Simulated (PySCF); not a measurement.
# Two-component Hartree-Fock for Ta(2+) (tantalum, charge +2)

Start: [Xe] 4f14 5d3; 5d3/2 filled at m_j = -1/2, +1/2, +3/2. Calculated with PySCF 2.14 in x2c-TZVPPall-2c (11s11p10d3f1g, 124 functions): generalised Hartree-Fock with the X2C-1e Hamiltonian and a Gaussian nucleus; one run each with spin-orbit coupling (SO) switched off, then screened by Boettger's factors.

```json
{"spinor shell": "1s1/2", "electrons": "2", "ε, spin-free (eV)": "-67791.6", "ε, screened SO (eV)": "-67771.7", "weight of nominal j (screened SO)": "1.000", "rms radius, screened SO (bohr)": "0.0211"}
{"spinor shell": "2s1/2", "electrons": "2", "ε, spin-free (eV)": "-11800.5", "ε, screened SO (eV)": "-11794.2", "weight of nominal j (screened SO)": "1.000", "rms radius, screened SO (bohr)": "0.0853"}
{"spinor shell": "2p1/2", "electrons": "2", "ε, spin-free (eV)": "-10345.5", "ε, screened SO (eV)": "-11251.7", "weight of nominal j (screened SO)": "1.000", "rms radius, screened SO (bohr)": "0.0726"}
{"spinor shell": "2p3/2", "electrons": "4", "ε, spin-free (eV)": "-10345.5", "ε, screened SO (eV)": "-9975.8", "weight of nominal j (screened SO)": "1.000", "rms radius, screened SO (bohr)": "0.0799"}
{"spinor shell": "3s1/2", "electrons": "2", "ε, spin-free (eV)": "-2776.8", "ε, screened SO (eV)": "-2774.7", "weight of nominal j (screened SO)": "1.000", "rms radius, screened SO (bohr)": "0.218"}
{"spinor shell": "3p1/2", "electrons": "2", "ε, spin-free (eV)": "-2336.5", "ε, screened SO (eV)": "-2533.9", "weight of nominal j (screened SO)": "1.000", "rms radius, screened SO (bohr)": "0.210"}
{"spinor shell": "3p3/2", "electrons": "4", "ε, spin-free (eV)": "-2336.5", "ε, screened SO (eV)": "-2254.4", "weight of nominal j (screened SO)": "1.000", "rms radius, screened SO (bohr)": "0.225"}
{"spinor shell": "3d3/2", "electrons": "4", "ε, spin-free (eV)": "-1817.4", "ε, screened SO (eV)": "-1852.6", "weight of nominal j (screened SO)": "1.000", "rms radius, screened SO (bohr)": "0.199"}
{"spinor shell": "3d5/2", "electrons": "6", "ε, spin-free (eV)": "-1817.4", "ε, screened SO (eV)": "-1792.1", "weight of nominal j (screened SO)": "1.000", "rms radius, screened SO (bohr)": "0.203"}
{"spinor shell": "4s1/2", "electrons": "2", "ε, spin-free (eV)": "-610.26", "ε, screened SO (eV)": "-609.49", "weight of nominal j (screened SO)": "1.000", "rms radius, screened SO (bohr)": "0.488"}
{"spinor shell": "4p1/2", "electrons": "2", "ε, spin-free (eV)": "-463.17", "ε, screened SO (eV)": "-509.00", "weight of nominal j (screened SO)": "1.000", "rms radius, screened SO (bohr)": "0.497"}
{"spinor shell": "4p3/2", "electrons": "4", "ε, spin-free (eV)": "-463.17", "ε, screened SO (eV)": "-443.84", "weight of nominal j (screened SO)": "1.000", "rms radius, screened SO (bohr)": "0.530"}
{"spinor shell": "4d3/2", "electrons": "4", "ε, spin-free (eV)": "-271.12", "ε, screened SO (eV)": "-278.22", "weight of nominal j (screened SO)": "1.000", "rms radius, screened SO (bohr)": "0.557"}
{"spinor shell": "4d5/2", "electrons": "6", "ε, spin-free (eV)": "-271.12", "ε, screened SO (eV)": "-265.66", "weight of nominal j (screened SO)": "1.000", "rms radius, screened SO (bohr)": "0.569"}
{"spinor shell": "5s1/2", "electrons": "2", "ε, spin-free (eV)": "-102.24", "ε, screened SO (eV)": "-102.00", "weight of nominal j (screened SO)": "1.000", "rms radius, screened SO (bohr)": "1.19"}
{"spinor shell": "5p1/2", "electrons": "2", "ε, spin-free (eV)": "-63.598", "ε, screened SO (eV)": "-71.469", "weight of nominal j (screened SO)": "0.951", "rms radius, screened SO (bohr)": "1.33"}
{"spinor shell": "5p3/2", "electrons": "4", "ε, spin-free (eV)": "-63.598", "ε, screened SO (eV)": "-59.996", "weight of nominal j (screened SO)": "0.974", "rms radius, screened SO (bohr)": "1.41"}
{"spinor shell": "4f5/2", "electrons": "6", "ε, spin-free (eV)": "-56.093", "ε, screened SO (eV)": "-56.924", "weight of nominal j (screened SO)": "0.993", "rms radius, screened SO (bohr)": "0.705"}
{"spinor shell": "5d3/2", "electrons": "3", "ε, spin-free (eV)": "-24.079", "ε, screened SO (eV)": "-24.133", "weight of nominal j (screened SO)": "0.720", "rms radius, screened SO (bohr)": "2.12"}
```

**Question.** Where does 4f7/2 lie, and what is the 4f spin-orbit splitting (screened SO)?

**Answer.** At -54.764 eV, 2.160 eV above 4f5/2.

```csv
quantity,spin-free,screened SO
E (hartree),-15592.21910,-15609.58811
M_J,3/2,3/2
⟨J²⟩,6.761,5.888
⟨L²⟩,12.007,11.885
⟨S²⟩,3.754,3.739
```

The determinant has a definite M_J but mixes levels of different J.

Each row is a mean over spinors that exchange with the open shell spreads, by up to 2.698 eV (5s1/2).

Rows whose weight is well below 1 are mixtures of j = l ± 1/2: exchange outweighs spin-orbit coupling there, and the label is only the starting occupation.

Breit and QED terms are absent; they matter most for the inner s and p1/2 levels.

Densities and radii are taken from the X2C orbitals without a picture-change correction, which distorts them close to the nucleus.

Without spin-orbit coupling the j labels of p, d and f shells carry no meaning; the spin-free column gives the mean over the occupied spinors of each nl shell, and its ⟨J²⟩ belongs to a mixture of degenerate components.
